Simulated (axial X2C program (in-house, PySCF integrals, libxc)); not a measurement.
## In₂: from the spin-free to the two-component result

Calculated with an axial X2C code built on PySCF integrals. Spin-free means the one-electron spin-free X2C Hamiltonian; two-component (2c) means X2C with spin–orbit coupling and atomic mean-field two-electron Coulomb and Gaunt terms, so the difference of the two also holds small scalar two-electron terms. Basis: In dyall-cv3z [11s12p9d4f1g] (cores contracted in-house); Gaussian nuclei, density fitting, unrestricted open shells. Masses: In 114.904 u.

Spin-free state: M_S = 1, Λ = 1 (beyond evenly filled blocks: σα, π+α); fragments In + In.

```json
{"level": "PBE0", "Re (Å)": "3.037", "ωe (cm⁻¹)": "113.4", "De (eV)": "1.248"}
{"level": "TPSS", "Re (Å)": "3.052", "ωe (cm⁻¹)": "108.1", "De (eV)": "1.253"}
```

Two-component determinant lowest at the distance of the search:

Ω = 1 (⟨Sz⟩ = -0.01, ⟨Lz⟩ = 1.01 at PBE0); fragments In + In.

```json
{"level": "PBE0", "Re (Å)": "3.031", "ωe (cm⁻¹)": "112.5"}
{"level": "TPSS", "Re (Å)": "3.044", "ωe (cm⁻¹)": "107.8"}
```

From the two tables, how do the constants change at the PBE0 level (2c against spin-free)?

At the PBE0 level Re drops by 0.006 Å and ωe goes down by 0.9 cm⁻¹. The two determinants differ in configuration, so these shifts compare two states and are not the spin–orbit effect on one state.

The state is one determinant whose occupation by symmetry is held fixed; it was picked as the lowest of a PBE0 search that is not exhaustive. De is counted from the lowest determinant-based energies of the atoms at the same level, without counterpoise correction. De is not given where an atomic determinant may have missed its ground term or J level, or where the truncated virtual space spoils (T). Density functionals use the spin component along the axis (collinear). PBE0 can misorder states that lie within some tenths of an eV, so this need not be the ground state of the molecule. The nearest other spin-free determinant of the search, M_S = 0, Λ = 1, lies 0.17 eV up at the distance of the search. The functionals have no current-density term, which raises determinants with orbital currents, atoms included. With several unpaired electrons one determinant need not be a pure state. At some level and bond length an empty orbital lies below a filled one.
